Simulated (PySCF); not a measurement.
Ligands exchanged one at a time, B H-SH. Isolated molecules, 0 K electronic values unless said otherwise. One relaxed conformer stands for each flexible species; it need not be the lowest. Strings in code marks are SMILES.

The numbers are results of PBE-D3(BJ)/def2-TZVP // B3LYP-D3(BJ)/def2-TZVP in PySCF 2.14.0, not measurements. Delta-SCF ions had no search for a lower state. Excitations are Tamm–Dancoff values on a coarser integration grid. The basis has no diffuse functions, so Rydberg states are missing or too high.

```
species                                                                   vertical ionisation energy (Delta-SCF) (eV)  S1–T1 gap (TDA) (eV)  HOMO (eV)  LUMO (eV)  T1 excitation (TDA) (eV)
------------------------------------------------------------------------  -------------------------------------------  --------------------  ---------  ---------  ------------------------
0 of 3 H replaced by SH (`B`)                                                                                       ?                     –      -8.48      -3.05                         –
1 of 3 H replaced by SH (`BS`)                                                                                      ?                  1.46      -7.32      -2.28                      4.37
2 of 3 H replaced by SH (`SBS` (H–S–B–S torsion 0°, S–B–S–H torsion 0°))                                         9.56                  1.27      -6.49          ?                      4.28
3 of 3 H replaced by SH                                                                                             –                  0.40      -6.36      -1.61                         ?
```

Problem. Some entries are withheld; supply them.

Solution. 
- 0 of 3 H replaced by SH (`B`), vertical ionisation energy (Delta-SCF) (eV): 12.90
- 1 of 3 H replaced by SH (`BS`), vertical ionisation energy (Delta-SCF) (eV): 11.01
- 2 of 3 H replaced by SH (`SBS` (H–S–B–S torsion 0°, S–B–S–H torsion 0°)), LUMO (eV): -1.85
- 3 of 3 H replaced by SH, T1 excitation (TDA) (eV): 4.45
